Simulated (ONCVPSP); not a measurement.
## Varying the ONCV potential for antimony (Sb)

Base potential:

```
Element                 : antimony (Sb)
Generator               : ONCVPSP 4.0.1
Type                    : optimised norm-conserving Vanderbilt (ONCV)
Functional              : BLYP
Relativity              : scalar-relativistic
Frozen core             : [Ar] 3d10
Valence charge          : 23
Reference configuration : 4s2 4p6 4d10 5s2 5p3
Partial waves           : 4s+5s: rc 1.55 bohr, ncon 3, nbas 7, qcut 7.1 1/bohr, 2 projectors; 4p+5p: rc 1.40 bohr, ncon 3, nbas 7, qcut 11.7 1/bohr, 2 projectors; 4d: rc 1.20 bohr, ncon 4, nbas 9, qcut 10.3 1/bohr, 2 projectors, debl 2.4 Ha
Local potential         : polynomial inside 1.00 bohr (lpopt 3, dvloc0 -1 Ha)
Core correction         : Teter function, fcfact 5, rcfact 1.45
```

All-electron outer shells of the reference configuration (BLYP, scalar-relativistic, ld1.x):

```csv
shell,level (eV),outermost node (bohr),outermost maximum (bohr)
3p,-750.23,0.13,0.29
3d,-515.76,–,0.24
4s,-148.54,0.39,0.73
4p,-101.50,0.39,0.76
4d,-33.28,0.38,0.84
5s,-12.73,0.95,1.88
5p,-4.69,1.04,2.32
```

Cutoffs, loose and tight: the cutoffs (Ha) at which the residual kinetic energy of the hardest occupied pseudo-wave falls to 1 and 0.1 mHa per electron. They do not see the model core or the augmentation charge, which bear on the density cutoff. Test errors are all-electron minus pseudo excitation energies from the reference, over the configurations 4s2 4p6 4d10 5s2 5p2; 4s2 4p6 4d10 5s2 5p1; 4s2 4p6 4d10 5s2 5p0; 4s2 4p6 4d10 5s0 5p5. A dash means not determined; rows that change the core or the reference have their own tests.

1 further variants are left out, since the program set their typed debl aside.

```csv
change,outcome,"cutoff, loose","cutoff, tight",bound ghosts,GHOST(+) flags above zero,largest test error (meV)
base,generated,44 Ha,51 Ha,none,none,-13
"all radii but the core radius scaled by about 0.95 (s 1.48, p 1.34, d 1.14 bohr); local potential polynomial inside 0.96 bohr (lpopt 3, dvloc0 -1 Ha)",generated,45 Ha,53 Ha,none,none,-12
d: qcut 7.4,generated,191 Ha,222 Ha,none,d,-13
d: nproj 0; local potential the d channel,generated,44 Ha,51 Ha,none,none,-13
reference 4s2 4p6 4d10 5s2 5p2,generated,44 Ha,51 Ha,none,none,-108
fully relativistic,generated,45 Ha,51 Ha,none,none,-12
```
